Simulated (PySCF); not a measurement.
# Yb(27+): ionisation energy

Yb(27+) [Kr] 4d7 [4d3/2^4 4d5/2^3, M_J = 9/2] → Yb(28+) [Kr] 4d6 [4d3/2^4 4d5/2^2, M_J = 4], as a difference of total energies. All numbers are calculated (PySCF 2.14, the two-component X2C-1e Hamiltonian, in an even-tempered Gaussian basis (17 s from 2.3 bohr⁻², ratio 2.8; 14 p from 2.9 bohr⁻², ratio 2.8; 9 d from 2.9 bohr⁻², ratio 2.8; 4 f from 13 bohr⁻², ratio 3)). Correlated levels: [Ar] 3d10 frozen; the 92 highest virtual spinors dropped. "Screened" scales the spin-orbit matrix elements by Boettger's factors to mimic the two-electron term; Breit and QED terms are absent.

```json
{"method": "GHF (screened spin-orbit)", "ionisation energy (eV)": "1018.2"}
{"method": "GMP2 (screened spin-orbit)", "ionisation energy (eV)": "1018.4"}
```

Breit and QED terms and the two-electron picture change are absent.

The labels give the starting determinants; with spin-orbit coupling the two ends relaxed to ⟨J²⟩ = 24.75, ⟨L²⟩ = 15.01, ⟨S²⟩ = 2.83 and ⟨J²⟩ = 20.03, ⟨L²⟩ = 10.55, ⟨S²⟩ = 3.73.

For comparison: 1019 ± 4 eV (theoretical estimate listed by NIST; NIST Atomic Spectra Database, ionization energies).
